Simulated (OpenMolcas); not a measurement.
## Ti III: effect of the IPEA shift

```yaml
Program: OpenMolcas 26.06
Basis: ANO-RCC-VTZP [6s5p3d2f1g]
Scalar_Hamiltonian: DKH2, point nucleus
Active_space: 2 electrons in 6 orbitals (3d 4s)
State_averaging: 2S+1 = 3 even, 15 roots; 2S+1 = 1 even, 20 roots kept (CI in the orbitals of an earlier block)
Spin-orbit_coupling: RASSI with atomic mean-field integrals over the reference wave functions, term energies averaged over their components
```

Methods on the same reference wave functions:
A. CASSCF
B. MS-CASPT2, IPEA 0 Eh, imaginary shift 0.1 Eh (closed shells correlated: 3s 3p)
C. MS-CASPT2, IPEA 0.25 Eh, imaginary shift 0.1 Eh (closed shells correlated: 3s 3p)

Energies in eV above 3d2 3F2, the measured ground level; measured values from Corliss and Sugar, J. Phys. Chem. Ref. Data 8, 1 (1979).

| Level | A | B | C | Measured |
| --- | --- | --- | --- | --- |
| 3d2 3F2 | 0.0000 | 0.0000 | 0.0000 | 0.0000 |
| 3d2 3F3 | 0.0244 | 0.0246 | 0.0246 | 0.0229 |
| 3d2 3F4 | 0.0563 | 0.0565 | 0.0565 | 0.0521 |
| 3d2 1D2 | 1.4147 | 0.994 | 1.009 | 1.0506 |
| 3d2 3P0 | 1.7065 | 1.303 | 1.369 | 1.3066 |
| 3d2 3P1 | 1.7149 | 1.311 | 1.378 | 1.3147 |
| 3d2 3P2 | 1.7326 | 1.329 | 1.395 | 1.3293 |
| 3d2 1G4 | 2.2220 | 1.812 | 1.820 | 1.7851 |
| 3d 4s 3D1 | 4.8372 | 4.684 | 4.663 |  |
| 3d 4s 3D2 | 4.8527 | 4.699 | 4.678 | 4.7361 |
| 3d 4s 3D3 | 4.8772 | 4.724 | 4.703 | 4.7642 |
| 3d2 1S0 | 5.3848 | 3.946 | 4.010 | 4.0264 |
| 3d 4s 1D2 | 5.5284 | 5.115 | 5.088 | 5.1707 |

Deviations, from unrounded energies. A percentage is the sum of absolute deviations over the sum of measured energies, with the sign that they share, or ± where signs differ.

```csv
Against measurement,Levels,A,B,C
mean absolute deviation (cm-1),11,2900,230,360
fine structure of the ground term (%),2,+7.6,+8.1,+8.0
other terms of the ground configuration (%),6,+31.1,±1.6,±2.6
other configurations (%),3,+4.0,-0.9,-1.4
```

B lies closest to measurement on these levels and A furthest from it. The largest miss of B in the table is 3d2 1S0, by -650 cm-1. The ranking rests on the paired levels alone, and a cruder setting can come out closer through cancelling errors.

Between B and C the level of the table that moves most is 3d2 3P1, by 540 cm-1 (lowest in B, highest in C). Moves below CASPT2's spread within the term are not significant.

The mean deviations of B to C differ by less than CASPT2's widest spread within a term (770 cm-1), so their order carries little weight.

From A to B the spin-free energies of the other terms of 3d2 shown, above 3F, scale by factors of 0.70 to 0.81.

The lowest spin-free term lies below A's lowest term by 0.304 hartree in B, 0.300 hartree in C.

CASPT2 does not keep the components of a term degenerate, so their means are used; among the terms shown or strongly mixed into the levels shown the widest spread is 770 cm-1 (3d2 3F, B). Terms from blocks run as CI alone lack orbitals of their own. A single d shell beside an s shell can misplace configurations of different d count against each other. Without dynamic correlation excited terms often stand tens of per cent too high (terms of higher spin than the ground term too low), and those without a measured partner can miss by more than the paired ones (holds for A). Measured partners are found by configuration, term and J. A level has none where our copy of the source lacks it or the pairing is in doubt (some pairs that miss far off the trend of their configuration count as doubtful), and it then counts in no deviation. Levels of configurations outside the active space are missing.
